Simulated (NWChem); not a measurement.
Molecule: AlHF₂; SMILES [F][AlH][F]

Computed with NWChem. Each level has its own optimisation; frequencies are unscaled.

```json
[
 {"level": "BLYP/def2-SVP", "r Al–H (Å)": "1.568", "r Al–F (Å)": "1.670", "highest harmonic frequency (cm⁻¹)": "1988", "lowest (cm⁻¹)": "258", "zero-point energy (kcal/mol)": "7.3", "dipole (D)": "1.25"},
 {"level": "PBE/def2-SVP", "r Al–H (Å)": "1.575", "r Al–F (Å)": "1.669", "highest harmonic frequency (cm⁻¹)": "1981", "lowest (cm⁻¹)": "255", "zero-point energy (kcal/mol)": "7.2", "dipole (D)": "1.27"},
 {"level": "PBE0/def2-SVP", "r Al–H (Å)": "1.563", "r Al–F (Å)": "1.655", "highest harmonic frequency (cm⁻¹)": "2049", "lowest (cm⁻¹)": "264", "zero-point energy (kcal/mol)": "7.5", "dipole (D)": "1.39"}
]
```
